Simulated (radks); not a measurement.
Task: These are the eigenvalues of the occupied orbitals of an atom or ion with whole-number occupations (eV). Method: scalar-relativistic Kohn-Sham, OLYP, spin-polarised, spherical densities, finite nucleus; Fermi nuclear charge, rms radius of each element as measured or else 0.836 A^(1/3) + 0.57 fm; computed with a radial shooting solver on a logarithmic mesh with Libxc functionals.

| orbital | eigenvalue |
|---|---|
| 1s up | -11290.03 |
| 1s down | -11287.49 |
| 2s up | -2558.428 |
| 2s down | -2556.731 |
| 3p up | -1049.703 |

Which element is it, and in what charge state? The configuration may be excited. Open shells, if any, are filled with parallel spins first.

Result: Z = 30, zinc, charge +25: Zn25+ in [He] 2s2 3p1. The list shows which subshells hold electrons but not how many an open one holds; the 1s level, -414.9 hartree, gives Z - s = 28.8 by -(Z - s)^2/2, which with screening and relativity narrows Z to a few neighbours, and the depths of the outer levels then fix element, charge and occupations together.
